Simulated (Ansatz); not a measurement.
PBE exchange is replaced step by step with exact exchange (0 % is PBE, 25 % PBE0; no dispersion term), basis def2-TZVP, Ansatz. System: the cluster Sn2F⁺ (the lowest singlet isomer of a short search). Total charge 1; singlet. Geometry: r2SCAN-D4/def2-TZVP.

Geometry of the singlet:

Cartesian coordinates in Å:
```
Sn 0.8839 -1.2931 0.1554
Sn -0.3814 1.1172 -1.0409
F -0.5025 0.1759 0.8855
```

In the def2 sets Sn takes a core potential; there is no spin–orbit coupling. At PBE-D4/def2-TZVP, PBE0-D4/def2-TZVP the restricted singlet is unstable: a solution with broken spin symmetry lies lower. The restricted singlet is unstable towards broken spin symmetry at other levels; at PBE with 5 % exact exchange/def2-TZVP, PBE with 10 % exact exchange/def2-TZVP, PBE with 15 % exact exchange/def2-TZVP, PBE with 35 % exact exchange/def2-TZVP and others this wasn't settled. The geometry of the singlet was relaxed on an unsound state (restricted singlet, unstable towards broken spin symmetry). The structure comes from a short search, and lower isomers may exist.

```json
{"exact exchange (%)": "0", "HOMO (eV)": "-9.53", "LUMO (eV)": "-9.18", "gap (eV)": "0.35"}
{"exact exchange (%)": "5", "HOMO (eV)": "-9.69", "LUMO (eV)": "-9.03", "gap (eV)": "0.66"}
{"exact exchange (%)": "10", "HOMO (eV)": "-9.85", "LUMO (eV)": "-8.88", "gap (eV)": "0.97"}
{"exact exchange (%)": "15", "HOMO (eV)": "-10.00", "LUMO (eV)": "-8.73", "gap (eV)": "1.28"}
{"exact exchange (%)": "25", "HOMO (eV)": "-10.32", "LUMO (eV)": "-8.42", "gap (eV)": "1.90"}
{"exact exchange (%)": "35", "HOMO (eV)": "-10.65", "LUMO (eV)": "-8.12", "gap (eV)": "2.52"}
{"exact exchange (%)": "50", "HOMO (eV)": "-11.14", "LUMO (eV)": "-7.67", "gap (eV)": "3.46"}
```
